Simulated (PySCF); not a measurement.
C3H8Si, charge -1, doublet, geometry from GFN2-xTB (a state made from the parent by changing its charge; the spin is typed, not shown lowest) (in this run its highest filled SCF level lies above zero, so its values depend strongly on the basis, on diffuse functions most of all). Base run: PySCF with DF-BLYP/STO-3G.

Input for PySCF:
```python
from pyscf import gto, scf, dft

mol = gto.Mole()
mol.atom = '''
    C     0.873590    0.230566    1.039059
    C     1.006530   -0.637008   -0.205170
    Si   -0.794151   -0.269222   -0.784211
    C    -0.320921    1.093629    0.649329
    H     1.785977    0.792406    1.308709
    H     0.617169   -0.396613    1.902761
    H     1.773126   -0.246087   -0.884260
    H     1.290369   -1.675189    0.016458
    H    -1.857565   -0.973564   -0.002385
    H    -0.870990   -1.228733   -2.017227
    H     0.017577    2.063452    0.261074
    H    -0.992741    1.310315    1.494512
'''
mol.basis = 'sto-3g'
mol.charge = -1
mol.spin = 1
mol.verbose = 4
mol.build()

mf = dft.UKS(mol)
mf.xc = 'blyp'
mf = mf.density_fit(auxbasis='def2-universal-jkfit')
mf.kernel()
```

Variants of this job, named by their change:

```tsv
change	basis functions	E (Eh)	HOMO (eV)	core-seconds (rough)
base	32	-403.48692	8.42	8
basis = LANL2DZ	51	-122.78391	3.38	10
basis = 3-21G	56	-406.24917	3.59	10
basis = pcseg-0	56	-407.81060	3.29	10
basis = def2-SV(P)	76	-408.24781	3.20	10
basis = 6-31+G*	92	-408.44492	2.17	20
basis = 6-31G**	100	-408.42782	3.28	10
basis = pc-1	100	-408.44104	2.88	20
basis = cc-pVDZ	100	-408.43914	3.17	20
basis = 6-311+G(2d,p)	164	-408.51599	2.14	40
basis = aug-pcseg-1	168	-408.44607	1.77	40
basis = pc-2	236	-408.53858	2.45	50
basis = def2-TZVPP	247	-408.52144	2.63	50
```

Totals compare only among sets that treat the same electrons; sets with core potentials leave the core out.

Open shells are given as the SCF converged; they aren't shown to be the lowest states, and a large step between rows can be another state.
